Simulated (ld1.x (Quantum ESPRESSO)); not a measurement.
**What one change does to a pseudopotential (Zn, TM)**

| Item | Value |
| --- | --- |
| Element | Zn (Z = 30) |
| Generator | ld1.x (Quantum ESPRESSO) 7.5 |
| Type | norm-conserving Troullier–Martins (Kleinman–Bylander form) |
| Functional | BLYP |
| Relativity | scalar-relativistic |
| Frozen core | [Ne] |
| Valence charge | 20 |
| Reference configuration | 3s2 3p6 3d9 4s0 4p0 (charge +3) |
| Partial waves | 3s (bound): rc 0.80 bohr; 3p (bound): rc 0.85 bohr; 3d (bound): rc 1.45 bohr |
| Local potential | all-electron potential smoothed inside 0.95 bohr (lloc = -1) |
| Core correction | a·sin(br)/r model core, default radius (core density twice the valence density) |

Change: all radii but the core radius scaled by about 1.31 (s 1.04, p 1.12, d 1.90 bohr); local potential all-electron potential smoothed inside 1.24 bohr (lloc = -1).

Cutoffs: the cutoffs (Ry, on a coarse ladder) from which the occupation-weighted sum of valence levels, in a spherical-Bessel basis at the reference potential, stays within 10 and 1 mRy of its value at 400 Ry; they do not see the model core or the augmentation charge, which bear on the density cutoff. Errors are all-electron minus pseudo energies relative to the spin-unpolarised reference configuration.

Problem. What does the change do?

Solution. Of the 7 tests that both files solve, the error grows in 6 and shrinks in 1 by more than 15 % and 0.3 meV (median size 79.2 → 2227.0 meV); neither file shows a bound ghost at the reference potential, the only one tested.

```csv
quantity,base,changed
"cutoff, loose",230 Ry,140 Ry
"cutoff, tight",over 300 Ry,200 Ry
loose cutoff by channel (10 mRy a level),"s 200 Ry, p 90 Ry, d 120 Ry","s 80 Ry, p 90 Ry, d 80 Ry"
bound ghosts,none,none
"error for 3s2 3p6 3d10 4s2 4p0, meV [ΔE -69.14 eV]",-79,+3367
"error for 3s2 3p6 3d10 4s1 4p0, meV [ΔE -59.20 eV]",-44,+2227
"error for 3s2 3p6 3d10 4s0 4p0, meV [ΔE -40.55 eV]",+21,+143
"error for 3s2 3p6 3d8 4s0 4p0, meV [ΔE 61.79 eV]",+80,+355
"error for 3s2 3p5 3d10 4s2 4p0, meV [ΔE 22.70 eV]",-234,+5661
"error for 3s2 3p6 3d10 4s0 4p1, meV [ΔE -52.85 eV]",+29,+12
"error for 3s2 3p6 3d9 4s2 4p0, meV [ΔE -51.33 eV]",-95,+5456
```

Changed file: These tests converged, but a pseudo level misses the all-electron one widely, so the file describes the atom poorly there or has found another state: 3s2 3p6 3d10 4s0 4p0: empty 4s by 2.7 eV (a node warning on the way); 3s2 3p6 3d8 4s0 4p0: empty 4s by 6.2 eV; 3s2 3p5 3d10 4s2 4p0: 3d by 2.4 eV; 3s2 3p6 3d10 4s0 4p1: empty 4s by 2.4 eV; 3s2 3p6 3d9 4s2 4p0: 3d by 2.6 eV.
